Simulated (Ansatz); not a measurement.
CH$_{4}$BrClSi, SMILES `C[SiH](Cl)Br`. Charge 0, multiplicity 1. Geometry: relaxed with PBE0-D4/def2-TZVP.

```xyz
8

C     0.866   -0.217   -0.535
Si   -0.741    0.185    0.285
Cl   -1.529   -1.506    1.135
Br   -0.418    1.705    1.865
H     1.289    0.681   -0.991
H     1.579   -0.607    0.195
H     0.711   -0.970   -1.311
H    -1.756    0.728   -0.641
```

(1) What is the dipole moment at PBE/def2-TZVPP? (An estimate is asked.)

(2) And with r2SCAN, B3LYP, ωB97M-V? (An estimate is asked.)

(3) Give the Mulliken charges with PBE, r2SCAN, B3LYP in def2-TZVPP. (Best estimate.)

Answers

(1) Computed: 1.94 D, with components (1.08, -0.14, -1.60) D in this frame, pointing from negative to positive charge.

(2) Computed: r2SCAN 2.02 D, B3LYP 1.99 D, ωB97M-V 2.00 D.

(3) The calculation gave: 
```csv
atom,PBE,r2SCAN,B3LYP
C1,-0.36,-0.30,-0.37
Si2,0.46,0.56,0.54
Cl3,-0.21,-0.24,-0.24
Br4,-0.20,-0.22,-0.22
H5,0.12,0.09,0.12
H6,0.12,0.09,0.12
H7,0.12,0.09,0.11
H8,-0.05,-0.07,-0.06
```

B3LYP here is the variant with VWN-RPA as its local correlation; programs differ in this.
